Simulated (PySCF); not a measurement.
## Electric field gradients and quadrupole coupling constants

Compound: C5H13N2P.
Z-matrix (Å and degrees, GFN2-xTB geometry), rows numbered from 1:
```
C 
N   1  1.4393
C   2  1.4488  1  112.92
C   2  1.3873  1  120.02  3  -146.32
P   4  1.7167  2  126.99  1    18.74
N   4  1.3773  2  113.63  1  -161.18
C   6  1.4473  4  120.25  2    37.64
C   6  1.4403  4  118.20  2  -175.36
H   1  1.0988  2  112.94  3    62.84
H   1  1.0921  2  108.14  3   -56.88
H   1  1.0887  2  109.48  3  -175.33
H   3  1.0859  2  110.16  1  -171.98
H   3  1.0926  2  109.71  1    67.60
H   3  1.0978  2  110.78  1   -51.99
H   5  1.3852  4   96.12  2    10.73
H   7  1.0957  6  110.29  4   103.68
H   7  1.0860  6  110.25  4   -16.16
H   7  1.0930  6  110.05  4  -136.77
H   8  1.0975  6  112.09  4   -72.91
H   8  1.0901  6  108.77  4   166.19
H   8  1.0904  6  109.26  4    46.85
```

Field gradients from the PBE0/pcSseg-1 density (PySCF, non-relativistic), principal values in atomic units, ordered |Vxx| ≤ |Vyy| ≤ |Vzz|:

```
atom     Vxx     Vyy      Vzz
  N2  0.5780  0.6408  -1.2188
  N6  0.5199  0.5935  -1.1134
```

Find the asymmetry η = (Vxx − Vyy)/Vzz and the couplings χ = eQV/h (234.96 MHz × Q in barn × V in au), with Q(14N) = 0.02044 b.

```csv
atom,environment,nucleus,η,χzz (MHz),χxx (MHz),χyy (MHz)
N2,nitrogen bonded to 3 C,14N,0.05,-5.85,2.78,3.08
N6,nitrogen bonded to 3 C,14N,0.07,-5.35,2.50,2.85
```

The tensor is traceless: Vxx + Vyy + Vzz = 0.

What is Vzz at N2 in SI units (1 au = 9.71736 × 10²¹ V/m²)?

-1.2188 au = -11.843 × 10²¹ V/m².

Were the hydrogens deuterons (Q(2H) = 0.00286 b), χzz would run from 144 kHz (H15) to 207 kHz (H12).

Isolated species at its GFN2-xTB geometry, gas phase. GFN2-xTB bond lengths can be off by several hundredths of an ångström, more for odd bonds, and the gradients follow them. A larger basis could move these couplings by a tenth or more.

The run behind these numbers computed NMR shieldings as well. On one thread of an Arm Neoverse V1, no GPU (shared host), this took 38 s of wall time.
